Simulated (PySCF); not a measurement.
Mg(F)(iPr) (C3H7FMg), SMILES C[CH](C)[Mg][F].

Geometry: PBE-D3(BJ)/def2-SVP. The structure was generated by enumeration; whether it is a known compound was not checked. One conformer was computed; it need not be the lowest.

Two levels are set side by side: PBE/def2-TZVP (PySCF) and M06-2X/def2-TZVP (PySCF). Same geometry, gas phase. Differences are taken from unrounded values.

```json
[
 {"quantity": "orbital gap (eV)", "M06-2X": "6.92", "PBE": "3.66", "PBE minus M06-2X": "-3.26"},
 {"quantity": "highest occupied level (eV)", "M06-2X": "-7.76", "PBE": "-5.50", "PBE minus M06-2X": "2.26"},
 {"quantity": "lowest empty level (eV)", "M06-2X": "-0.84", "PBE": "-1.83", "PBE minus M06-2X": "-0.99"},
 {"quantity": "dipole moment (D)", "M06-2X": "2.38", "PBE": "2.28", "PBE minus M06-2X": "-0.10"},
 {"quantity": "mean polarisability (bohr³)", "M06-2X": "62.2", "PBE": "67.0", "PBE minus M06-2X": "4.8"}
]
```

PBE's occupied levels lie high since its potential decays too fast outside the molecule; exact exchange lowers them and widens the gap. Loosely held outer electrons make PBE densities more polarisable. Differences between two approximate levels are no errors against the true value.

Rough cost on one machine, each run with all the roots and properties that it gave: M06-2X against PBE about 3 times.
